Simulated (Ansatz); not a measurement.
Reaction (redistribution): `F[Si](Cl)(Cl)[SiH2]Cl` + `O[SiH2]S[SiH](F)F` → `O[SiH2]S[Si](F)(Cl)Cl` + `F[SiH](F)[SiH2]Cl`

Isolated molecules relaxed with PBE0-D4/def2-TZVP in Ansatz; ΔE leaves out vibrations. CBS: MP2 limit from def2 TZ/QZ plus the TZ coupled-cluster correction, frozen cores. Functionals use def2-TZVPP. B3LYP here is the variant with VWN-RPA as its local correlation; programs differ in this. Each species was taken in one conformer, which may not be the lowest.

```
             level  ΔE (kJ/mol)  difference from CCSD(T)/CBS
         r2SCAN-D4         12.3                          0.4
           PBE0-D4         11.3                         -0.6
          B3LYP-D4         10.5                         -1.4
            B2PLYP         12.5                          0.6
               PBE         13.1                          1.2
            r2SCAN         12.8                          0.9
             B3LYP         13.7                          1.8
SCS-MP2/def2-TZVPP         11.2                         -0.7
   CCSD/def2-TZVPP         12.1                          0.2
CCSD(T)/def2-TZVPP         11.6                         -0.3
     HF/def2-QZVPP         15.3                          3.4
    MP2/def2-QZVPP         11.3                         -0.6
SCS-MP2/def2-QZVPP         11.7                         -0.2
      HF/CBS(def2)         15.3                          3.4
     MP2/CBS(def2)         11.2                         -0.7
    CCSD/CBS(def2)         12.4                          0.5
       CCSD(T)/CBS         11.9                            0
```

Largest T1 diagnostic among the species: 0.012.

The D4 term adds −3.1 kJ/mol with B3LYP and −1.6 kJ/mol with PBE0; it sums over pairs of atoms, weighted by their polarisabilities, and B3LYP, whose exchange is more repulsive, gets the larger term. In def2-TZVPP, CCSD(T) changes the Hartree–Fock value by −3.1 kJ/mol (the triples alone add −0.5 kJ/mol) and MP2 by −3.8 kJ/mol.

CCSD(T)/CBS has its own doubt, a few kJ/mol and more with outer-core shells, so smaller differences from it don't rank the levels.
